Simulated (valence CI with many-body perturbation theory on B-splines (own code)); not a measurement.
**Sensitivity of CI+MBPT for Sn XII**

Computed by configuration interaction combined with many-body perturbation theory (CI+MBPT): three valence electrons over a frozen Dirac-Fock core [Kr], a basis of 6 s, 6 p, 5 d, 5 f, 1 g functions for each j, with the one-electron correlation potential Σ1 (screened to all orders), the two-electron term Σ2, the three-electron term Σ3, Breit, model QED; selected single and double excitations, second order for the rest, scaled by the run's own slope (own B-spline code, finite nucleus).

No measured levels were compared; by estimate terms of the open shell hold to 2 to 4 % of their energy, and close levels can change places. The list stops below the first excitations out of the core. Only levels of the ground parity were solved; by the run's estimate the other parity begins above the list, which can be wrong where configurations are misplaced.

The reference run has the lowest level 4d3 4F_3/2 and an ionisation energy of 233.131 eV. Its largest variational space holds 3459 state functions.

Names give the largest LS component (configuration and term), which can be under half, so a name can repeat, a term be missing and a line seem to break the LS rules; names also repeat where a configuration has a term twice. Letters in brackets count levels of one name in rising energy.

Changed runs:
A. QED terms on → off
B. screening of Σ1 on → off
C. shift of the energy in Σ1 (hartree) 0 → -1.633
D. start configuration 4d3 → 4s3 (bad on purpose)

Excitation energies of the reference run in cm⁻¹, and shifts in cm⁻¹:

| Level | Reference | A | B | C |
| --- | --- | --- | --- | --- |
| 4d3 4F_5/2 | 5704 | -23 | +39 | +36 |
| 4d3 4F_7/2 | 11365 | -39 | +67 | +59 |
| 4d3 4F_9/2 | 16286 | -46 | +79 | +66 |
| 4d3 4P_3/2 | 22291 | -10 | +15 | -12 |
| 4d3 4P_1/2 | 24162 | -21 | +34 | +7.1 |
| 4d3 2G_7/2 | 30022 | -39 | +69 | +35 |
| 4d3 2H_9/2 | 30972 | -38 | +69 | +35 |
| 4d3 4P_5/2 | 32054 | -47 | +78 | +46 |
| 4d3 2D_3/2 [a] | 37294 | -47 | +76 | +36 |
| 4d3 2P_1/2 | 39783 | -51 | +83 | +39 |
| 4d3 2H_11/2 | 42100 | -55 | +100 | +54 |
| 4d3 2G_9/2 | 45498 | -79 | +139 | +93 |
| Ionisation energy (eV) | 233.131 | -0.014 | +0.198 | -0.546 |

Run D: It gave no result: a shell was given more electrons than it holds. The program said: "a valence shell holds more than 4l+2 electrons".
